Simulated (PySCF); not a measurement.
Si(Br)2 cation (Br2Si), SMILES Br[Si]Br (connectivity only; charge and spin as stated), charge +1, multiplicity 2.

Geometry optimised at B3LYP-D3(BJ)/def2-TZVP. The spin state was assumed, not searched. The isomer is the one that the SMILES or the coordinates give; other isomers of the formula were not compared.

These are PySCF with PBE/def2-TZVPD values and carry that method's errors.

Gas-phase values at a fixed geometry.

The total energy is -5436.62870 hartree, the point group is C2v and the α spin, highest occupied and lowest empty level is -12.58 and -9.81 eV. The β spin, highest occupied and lowest empty level comes out as -13.48 and -11.35 eV. The dipole moment about the centre of nuclear charge comes out as 1.66 D. The mean static polarisability comes out as 64.7 bohr³ (9.58 Å³) and the polarisability, principal values is 44.8, 53.5, 95.6 bohr³. The ⟨S²⟩ is 0.754 (pure state 0.75).
